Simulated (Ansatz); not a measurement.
A nudged elastic band was laid between two geometries of BF$_{2}$H$_{6}$NSi (11 atoms, charge 0, multiplicity 1).

The calculation used Ansatz 0.2.0, RKS PBE0-D4/def2-SVP.

```yaml
movable_images: 7
climbing_image: yes
spring: 50.0 eV/Å²
optimiser: quadratic models (default)
start_path: through a guess of the saddle point
force_threshold: 0.05 eV/Å
iteration_limit: 60
end_points: relaxed
```

Initial state:

```xyz
11
Properties=species:S:1:pos:R:3
B 0.114 -0.281 0.062
H -0.051 0.813 0.585
F 1.443 -0.593 -0.215
F -0.721 -0.558 -0.993
N -0.288 -1.426 1.219
H -0.823 -2.140 0.715
Si 1.217 -2.114 1.985
H 1.881 -2.996 0.999
H 2.037 -0.982 2.473
H 0.741 -2.927 3.145
H -0.925 -1.011 1.901
```

Final state:

```xyz
11
Properties=species:S:1:pos:R:3
B 0.225 -0.777 -0.259
H -0.866 0.804 2.008
F 0.856 0.302 0.199
F -0.542 -0.629 -1.332
N 0.376 -2.016 0.384
H -0.151 -2.789 -0.010
Si 1.342 -2.333 1.820
H 1.514 -3.813 1.902
H 2.668 -1.665 1.697
H 0.669 -1.853 3.064
H -1.465 0.554 2.405
```

Question: Which bonds break or form, and what moves?

Answer: Bonds broken: B1–H2, N5–H11. Bonds formed: H2–H11. BF2H6NSi becomes BF2H4NSi + H2.

Question: Give the energies along the band, and the barrier.

Answer: The forces met the threshold. The highest image is number 5 of 0 to 8, 1.45 eV above the first end and 1.64 eV above the last; the last end lies 0.19 eV below the first. The profile has 2 maxima (images 2, 5) with wells between them (image 4): this band takes more than one step, which may be the mechanism or a detour left from its start path. Neighbouring images differ by up to 1.6 eV, so the band resolves the path poorly. Another band between the same ends (7 images) ends at a top of the same energy, where a vibrational analysis finds 1 clearly imaginary mode. The orbitals stay closed-shell, which can raise the energy where a bond breaks towards radicals; this wasn't checked here.

| image | path coordinate (Å) | energy (eV) | B1–H2 (Å) | N5–H11 (Å) | H2–H11 (Å) |
| --- | --- | --- | --- | --- | --- |
| 0 | 0.00 | 0.00 | 1.22 | 1.02 | 2.41 |
| 1 | 1.43 | 0.05 | 1.23 | 1.02 | 2.55 |
| 2 | 2.85 | 0.07 | 1.23 | 1.02 | 2.70 |
| 3 | 4.28 | 0.05 | 1.23 | 1.02 | 2.57 |
| 4 | 5.70 | 0.00 | 1.22 | 1.02 | 2.42 |
| 5 | 7.13 | 1.45 | 1.42 | 1.35 | 1.04 |
| 6 | 8.37 | -0.12 | 2.53 | 2.46 | 0.76 |
| 7 | 9.60 | -0.19 | 3.08 | 3.11 | 0.76 |
| 8 | 10.84 | -0.19 | 2.97 | 3.75 | 0.76 |

Question: What is the geometry of the highest image?

Answer: 
```xyz
11
Properties=species:S:1:pos:R:3
B -0.029 -0.260 0.290
H -1.218 0.080 0.993
F 0.943 0.536 0.788
F -0.322 -0.161 -1.022
N 0.055 -1.722 0.829
H -0.292 -2.405 0.157
Si 1.353 -2.232 1.924
H 1.053 -3.634 2.337
H 2.690 -2.191 1.266
H 1.329 -1.329 3.105
H -0.938 -0.898 1.210
```

Run time: 6.1 min on 2 threads of Arm Neoverse V2, with other jobs on the host, peak memory 0.2 GiB.
